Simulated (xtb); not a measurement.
A run for xtb: GFN2-xTB on CH4OTe (SMILES CO[TeH]), a point of a torsion scan.

```
$ xtb mol.xyz --gfn 2 --opt vtight --chrg 0 --uhf 0 --input xcontrol
7

C     -0.80008639    -0.18622790     0.03809267
O     -0.24059463     1.04922189    -0.31775424
Te    -0.10790243     1.15266022    -2.31860366
H     -0.43001691    -1.01415374    -0.57354153
H     -1.88779780    -0.07177678    -0.20342420
H     -0.62393404    -0.32123452     1.11226392
H     -0.53801197    -0.31713511    -3.10296498
$constrain
  force constant=1.0
  dihedral: 4,1,2,3,40.0
$end
```

The log:

```
[...]
           -------------------------------------------------
          |                Calculation Setup                |
           -------------------------------------------------



molecular fragmentation (1/2 indicates fragments):
1111122
# atoms in fragment 1/2:     5     2
 fragment masses (1/2) :      157.63        2.02
CMA distance (Bohr)    :   3.152
constraining FC (au)   :  1.0000

           -------------------------------------------------
          |                 G F N 2 - x T B                 |
           -------------------------------------------------

        Reference                      10.1021/acs.jctc.8b01176
      * Hamiltonian:
        H0-scaling (s, p, d)           1.850000    2.230000    2.230000
        zeta-weighting                 0.500000
      * Dispersion:
        s8                             2.700000
        a1                             0.520000
        a2                             5.000000
        s9                             5.000000
      * Repulsion:
        kExp                           1.500000    1.000000
        rExp                           1.000000
      * Coulomb:
        alpha                          2.000000
        third order                    shell-resolved
        anisotropic                    true
        a3                             3.000000
        a5                             4.000000
        cn-shift                       1.200000
        cn-exp                         4.000000
        max-rad                        5.000000


          ...................................................
          :                      SETUP                      :
          :.................................................:
          :  # basis functions                  22          :
          :  # atomic orbitals                  21          :
          :  # shells                           11          :
          :  # electrons                        20          :
          :  max. iterations                   250          :
          :  Hamiltonian                  GFN2-xTB          :
          :  restarted?                      false          :
          :  GBSA solvation                  false          :
          :  PC potential                    false          :
          :  electronic temp.          300.0000000     K    :
          :  accuracy                    1.0000000          :
          :  -> integral cutoff          0.2500000E+02      :
          :  -> integral neglect         0.1000000E-07      :
          :  -> SCF convergence          0.1000000E-05 Eh   :
          :  -> wf. convergence          0.1000000E-03 e    :
          :  Broyden damping             0.4000000          :
          :  net charge                          0          :
          :  unpaired electrons                  0          :
          ...................................................

 iter      E             dE          RMSdq      gap      omega  full diag
   1    -11.3336310 -0.113336E+02  0.110E+01    3.35       0.0  T
   2    -11.3483663 -0.147353E-01  0.936E+00    3.33       1.0  T
   3    -11.3000451  0.483212E-01  0.464E+00    3.49       1.0  T
   4    -11.3468866 -0.468415E-01  0.283E+00    3.44       1.0  T
   5    -11.3525308 -0.564421E-02  0.717E-01    3.52       1.0  T
   6    -11.3527786 -0.247786E-03  0.128E-01    3.53       1.0  T
   7    -11.3527692  0.944055E-05  0.138E-01    3.54       1.0  T
   8    -11.3527839 -0.147573E-04  0.277E-02    3.53       1.4  T
   9    -11.3527849 -0.971053E-06  0.342E-03    3.53      11.0  T
  10    -11.3527849 -0.107446E-08  0.135E-03    3.53      28.0  T
  11    -11.3527849 -0.885414E-09  0.162E-04    3.53     233.7  T
  12    -11.3527849 -0.159606E-10  0.122E-04    3.53     309.1  T

   *** convergence criteria satisfied after 12 iterations ***

         #    Occupation            Energy/Eh            Energy/eV
      -------------------------------------------------------------
         1        2.0000           -0.8522240             -23.1902
       ...           ...                  ...                  ...
         4        2.0000           -0.5472166             -14.8905
         5        2.0000           -0.5371716             -14.6172
         6        2.0000           -0.5313488             -14.4587
         7        2.0000           -0.4769431             -12.9783
         8        2.0000           -0.4421674             -12.0320
         9        2.0000           -0.4366945             -11.8831
        10        2.0000           -0.3741858             -10.1821 (HOMO)
        11                         -0.2443216              -6.6483 (LUMO)
        12                         -0.2081959              -5.6653
        13                         -0.0488268              -1.3286
        14                          0.0011857               0.0323
        15                          0.0232287               0.6321
       ...                                ...                  ...
        21  
[...]
 -0.0391254              -1.0647
        14                          0.0211921               0.5767
        15                          0.0333279               0.9069
       ...                                ...                  ...
        21                          0.7059887              19.2109
      -------------------------------------------------------------
                  HL-Gap            0.1382454 Eh            3.7618 eV
             Fermi-level           -0.3066495 Eh           -8.3444 eV

 SCC (total)                   0 d,  0 h,  0 min,  0.002 sec
 SCC setup                      ...        0 min,  0.000 sec (  2.680%)
 Dispersion                     ...        0 min,  0.000 sec (  0.794%)
 classical contributions        ...        0 min,  0.000 sec (  0.355%)
 integral evaluation            ...        0 min,  0.000 sec ( 26.120%)
 iterations                     ...        0 min,  0.000 sec ( 21.328%)
 molecular gradient             ...        0 min,  0.001 sec ( 42.832%)
 printout                       ...        0 min,  0.000 sec (  3.786%)

         :::::::::::::::::::::::::::::::::::::::::::::::::::::
         ::                     SUMMARY                     ::
         :::::::::::::::::::::::::::::::::::::::::::::::::::::
         :: total energy             -11.313795662080 Eh    ::
         :: gradient norm              0.000106395597 Eh/a0 ::
         :: HOMO-LUMO gap              3.761848784105 eV    ::
         ::.................................................::
         :: SCC energy               -11.377658878908 Eh    ::
         :: -> isotropic ES            0.022808094482 Eh    ::
         :: -> anisotropic ES         -0.000316821668 Eh    ::
         :: -> anisotropic XC         -0.002151315512 Eh    ::
         :: -> dispersion             -0.003234657221 Eh    ::
         :: repulsion energy           0.063858840853 Eh    ::
         :: add. restraining           0.000004375975 Eh    ::
         :: total charge              -0.000000000000 e     ::
         :::::::::::::::::::::::::::::::::::::::::::::::::::::

           -------------------------------------------------
          |                Property Printout                |
           -------------------------------------------------

    * Orbital Energies and Occupations

         #    Occupation            Energy/Eh            Energy/eV
      -------------------------------------------------------------
         1        2.0000           -0.8440835             -22.9687
         2        2.0000           -0.6832010             -18.5908
         3        2.0000           -0.6142906             -16.7157
         4        2.0000           -0.5397640             -14.6877
         5        2.0000           -0.5322893             -14.4843
         6        2.0000           -0.5288426             -14.3905
         7        2.0000           -0.4730429             -12.8722
         8        2.0000           -0.4436316             -12.0718
         9        2.0000           -0.4180864             -11.3767
        10        2.0000           -0.3757722             -10.2253 (HOMO)
        11                         -0.2375268              -6.4634 (LUMO)
        12                         -0.1717419              -4.6733
        13                         -0.0391254              -1.0647
        14                          0.0211921               0.5767
        15                          0.0333279               0.9069
        16                          0.1230173               3.3475
        17                          0.1586688               4.3176
        18                          0.1969450               5.3591
        19                          0.2197609               5.9800
        20                          0.2383556               6.4860
        21                          0.7059887              19.2109
      -------------------------------------------------------------
                  HL-Gap            0.1382454 Eh            3.7618 eV
             Fermi-level           -0.3066495 Eh           -8.3444 eV

     #   Z          covCN         q      C6AA      α(0)
     1   6 C        3.713     0.052    19.833     6.363
     2   8 O        1.632    -0.341    19.755     5.999
     3  52 Te       1.821     0.130   411.243    37.483
Note: The following floating-point exceptions are signalling: IEEE_UNDERFLOW_FLAG IEEE_DENORMAL
normal termination of xtb
     4   1 H        0.924     0.027     2.623     2.533
     5   1 H        0.924     0.027     2.624     2.533
     6   1 H        0.924     0.051     2.309     2.376
     7   1 H        0.950     0.053     2.274     2.357

 Mol. C6AA /au·bohr⁶  :       1239.803838
 Mol. C8AA /au·bohr⁸  :      72190.057513
 Mol. α(0) /au        :         59.644666


Wiberg/Mayer (AO) data.
largest (>0.10) Wiberg bond orders for each atom

 ---------------------------------------------------------------------------
     #   Z sym  total        # sym  WBO       # sym  WBO       # sym  WBO
 ---------------------------------------------------------------------------
     1   6 C    3.955 --     2 O    1.010     4 H    0.987     5 H    0.985
                             6 H    0.969
     2   8 O    2.196 --     3 Te   1.134     1 C    1.010
     3  52 Te   2.134 --     2 O    1.134     7 H    0.971
     4   1 H    0.999 --     1 C    0.987
     5   1 H    0.999 --     1 C    0.985
     6   1 H    0.997 --     1 C    0.969
     7   1 H    0.997 --     3 Te   0.971
 ---------------------------------------------------------------------------

Topologies differ in total number of bonds
Writing topology from bond orders to xtbtopo.mol

molecular dipole:
                 x           y           z       tot (Debye)
 q only:       -0.474      -0.058      -0.399
   full:       -0.644      -0.009      -0.173       1.695
molecular quadrupole (traceless):
                xx          xy          yy          xz          yz          zz
 q only:       -1.966      -0.128      -1.644       0.782      -1.649       3.610
  q+dip:       -1.158      -0.971       0.404       1.777      -0.030       0.754
   full:       -3.482      -0.563       0.746       1.417      -1.082       2.736

           -------------------------------------------------
          |                Geometry Summary                 |
           -------------------------------------------------

      molecular mass/u    :      159.6450303
   center of mass at/Å    :       -0.2674275       1.0469883      -2.0031516
  moments of inertia/u·Å² :        0.1341803E+02   0.1627534E+03   0.1677921E+03
rotational constants/cm⁻¹ :        0.1256342E+01   0.1035777E+00   0.1004674E+00

 * 5 selected distances

     #   Z          #   Z                                           value/Å
     1   6 C        2   8 O                                       1.4011054
     1   6 C        4   1 H                                       1.0916227
     1   6 C        5   1 H                                       1.0942741
     1   6 C        6   1 H                                       1.0911508 (min)
     3  52 Te       7   1 H                                       1.6502126 (max)

 * 3 distinct bonds (by element types)

   Z      Z             #   av. dist./Å        max./Å        min./Å
   1 H    6 C           3     1.0923492     1.0942741     1.0911508
   6 C    8 O           1     1.4011054     1.4011054     1.4011054
   1 H   52 Te          1     1.6502126     1.6502126     1.6502126


optimized geometry written to: xtbopt.xyz


           -------------------------------------------------
          | TOTAL ENERGY              -11.313795662080 Eh   |
          | GRADIENT NORM               0.000106395597 Eh/α |
          | HOMO-LUMO GAP               3.761848784105 eV   |
           -------------------------------------------------

------------------------------------------------------------------------
------------------------------------------------------------------------
 total:
 SCF:
 ANC optimizer:
```

The run finished.

Warnings raised: the energy holds the restraint's term.

Cost: about 0.11 core-seconds (a rough figure).
